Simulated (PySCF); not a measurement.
BP86 on Zr⁻ (zirconium, charge -1), [Kr] 4d3 5s2, high-spin 4F determinant. Calculation: PySCF 2.14, in aug-cc-pwCVTZ-DK with one added diffuse shell each of s, p, d, f, g type (12s11p9d5f4g, 161 functions); the spin-free X2C one-electron Hamiltonian (Gaussian nucleus).

```
cycle= 1 E= -3598.60067697113  delta_E= -0.00555  |g|= 0.061  |ddm|= 9.62
cycle= 2 E= -3598.60095660538  delta_E= -0.00028  |g|= 0.049  |ddm|= 1.15
cycle= 3 E= -3598.60133747553  delta_E= -0.000381  |g|= 0.0125  |ddm|= 0.435
cycle= 4 E= -3598.60138846588  delta_E= -5.1e-05  |g|= 0.00113  |ddm|= 0.369
cycle= 5 E= -3598.60139195827  delta_E= -3.49e-06  |g|= 0.000634  |ddm|= 0.43
cycle= 6 E= -3598.6013928073  delta_E= -8.49e-07  |g|= 0.000113  |ddm|= 0.17
cycle= 7 E= -3598.60139320383  delta_E= -3.97e-07  |g|= 2.85e-05  |ddm|= 0.23
cycle= 8 E= -3598.60139323067  delta_E= -2.68e-08  |g|= 1.53e-06  |ddm|= 0.0781
cycle= 9 E= -3598.60139323066  delta_E= 6.37e-12  |g|= 9.43e-08  |ddm|= 0.000258
converged SCF energy = -3598.60139323066  <S^2> = 4.7489651  2S+1 = 4.4716731
```

Highest occupied orbital energy: 0.487 eV; ⟨L²⟩ = 12.02; populations by l: s 10.00, p 18.00, d 13.00, f 0.00.

(1) Can this result be used?

## Answers

(1) With care. The calculation finished and met its thresholds. ⟨S²⟩ = 4.75 against 3.75 shows spin contamination. At BP86 the highest occupied level has a positive energy, so only the finite basis holds that electron; in a semilocal or global hybrid functional this comes from self-interaction and does not mean that the real anion is unbound.
